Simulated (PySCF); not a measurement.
PBE0 on Tc⁻ (technetium, charge -1), [Kr] 4d6 5s2, high-spin 5D determinant. Computed with PySCF 2.14 in def2-QZVPPD with the def2 core potential (28 electrons) (7s5p4d4f2g, 88 functions), with a scalar-relativistic core potential.

```
cycle= 1 E= -80.7159659792154  delta_E= -0.0113  |g|= 0.032  |ddm|= 1.09
cycle= 2 E= -80.7163854239264  delta_E= -0.000419  |g|= 0.026  |ddm|= 0.398
cycle= 3 E= -80.7167036085441  delta_E= -0.000318  |g|= 0.00944  |ddm|= 0.041
cycle= 4 E= -80.7167551165302  delta_E= -5.15e-05  |g|= 0.00113  |ddm|= 0.0693
cycle= 5 E= -80.7167589668183  delta_E= -3.85e-06  |g|= 0.000213  |ddm|= 0.0327
cycle= 6 E= -80.7167592252477  delta_E= -2.58e-07  |g|= 5.6e-05  |ddm|= 0.00609
cycle= 7 E= -80.7167592518188  delta_E= -2.66e-08  |g|= 1.38e-05  |ddm|= 0.000682
cycle= 8 E= -80.7167592534603  delta_E= -1.64e-09  |g|= 1.72e-06  |ddm|= 0.000256
cycle= 9 E= -80.716759253467  delta_E= -6.74e-12  |g|= 6.06e-07  |ddm|= 2.35e-05
converged SCF energy = -80.716759253467  <S^2> = 6.0398877  2S+1 = 5.0159297
```

Highest occupied orbital energy: 1.323 eV; ⟨L²⟩ = 6.03; populations by l: s 4.00, p 6.00, d 6.00, f 0.00.

Question: Can this result be used?

Answer: With care. The calculation finished and met its thresholds. Energies and moments cover only the electrons outside the core potential. At PBE0 the highest occupied level has a positive energy, so only the finite basis holds that electron; in a semilocal or global hybrid functional this comes from self-interaction and does not mean that the real anion is unbound.
